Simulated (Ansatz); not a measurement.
Compare A (`BCC(O)[SiH3]`) with its isomer B (`BC(C)O[SiH3]`).

Calculated with Ansatz (gas phase, PBE0-D4/def2-TZVP geometries, no zero-point term in ΔE). CCSD(T)/CBS is the MP2 limit (def2-TZVPP, def2-QZVPP) plus CCSD(T) − MP2 in def2-TZVPP, frozen cores. Functionals use def2-TZVPP. Each species was taken in one conformer, which may not be the lowest.

A:

```xyz
14

B     0.052   -1.580   -1.681
C    -0.132   -1.021   -0.240
C    -0.006    0.488   -0.123
O     1.325    0.802   -0.545
Si   -0.309    1.134    1.636
H     0.325   -2.734   -1.857
H    -0.155   -0.884   -2.634
H     0.517   -1.525    0.485
H    -1.155   -1.334    0.035
H    -0.734    0.945   -0.811
H     1.426    1.757   -0.579
H     0.568    0.415    2.597
H    -1.733    0.947    2.031
H     0.013    2.589    1.685
```

B:

Z-matrix (Å, degrees):
```
C
C 1 1.528
O 1 1.423 2 111.2
B 1 1.556 2 113.4 3 -128.2
H 1 1.111 2 106.9 3 118.9
H 2 1.093 1 111.0 3 -58.2
H 2 1.092 1 110.6 3 61.4
H 2 1.092 1 110.7 3 -178.3
Si 3 1.641 1 124.4 2 73.5
H 4 1.194 1 121.8 2 130.4
H 4 1.197 1 117.9 2 -51.6
H 9 1.492 3 109.9 1 44.6
H 9 1.490 3 112.7 1 -75.6
H 9 1.481 3 106.7 1 164.5
```

**Question.** Which isomer does CCSD(T)/CBS put lower? Give the gap. (Estimate.)

**Answer.** Ansatz gave: B, by 23.6 kcal/mol.

**Question.** Give E(B) − E(A) in kcal/mol with CCSD/def2-TZVPP, ωB97M-V, PBE0-D4, MP2/def2-TZVPP, r2SCAN-D4, PBE-D4, HF/def2-TZVPP. (Best estimate.)

**Answer.** The calculation gave: CCSD/def2-TZVPP -24.2, ωB97M-V -23.3, PBE0-D4 -21.8, MP2/def2-TZVPP -24.1, r2SCAN-D4 -23.3, PBE-D4 -20.6, HF/def2-TZVPP -28.3. None reverses the order clearly.

Largest T1 diagnostic: 0.011.

From PBE to PBE0 (25 % exact exchange), in def2-TZVPP and without D4, E(B) − E(A) moves by −1.2 kcal/mol. In def2-TZVPP, CCSD(T) changes the Hartree–Fock value by +4.6 kcal/mol (the triples alone add +0.6 kcal/mol) and MP2 by +4.1 kcal/mol.
